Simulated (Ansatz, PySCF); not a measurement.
PbCl₃, SMILES [Cl][Pb-]([Cl])[Cl], charge -1.

Geometry optimised at PBE0-D3(BJ)/def2-SVPD. The isomer is the one that the SMILES or the coordinates give; other isomers of the formula were not compared. The def2 effective core potentials stand for the cores of Pb; spin–orbit coupling is left out.

Estimates of the vertical detachment energy (IE) of the anion in eV. Rows of orbital energies are one-electron estimates, which approximate functionals can put far too low.

```
level                                                            IE
-------------------------------------------------------------  ----
−ε(HOMO), −ε(LUMO), PBE0/def2-TZVPD (PySCF)                    3.38
−ε(HOMO), −ε(LUMO), PBE/def2-TZVPD (PySCF)                     2.32
ΔSCF, PBE0/def2-SVPD (Ansatz), final states of multiplicity 2  5.20
ΔSCF, PBE/def2-SVPD (Ansatz), final states of multiplicity 2      ?
```

Task: What belongs in the gaps? (An estimate is asked for; the answer gives what the named calculation found.)

Result: 
- ΔSCF, PBE/def2-SVPD (Ansatz, a quantum-chemistry and plane-wave program), final states of multiplicity 2, IE: 4.87

Task: What vertical singlet–triplet gap does ΔSCF give with PBE0/def2-SVPD (Ansatz) and with PBE/def2-SVPD (Ansatz)? (The exact figures need the calculation; the answer reports its results.)

Result: 4.20 and 3.99 eV (triplet above singlet where positive).
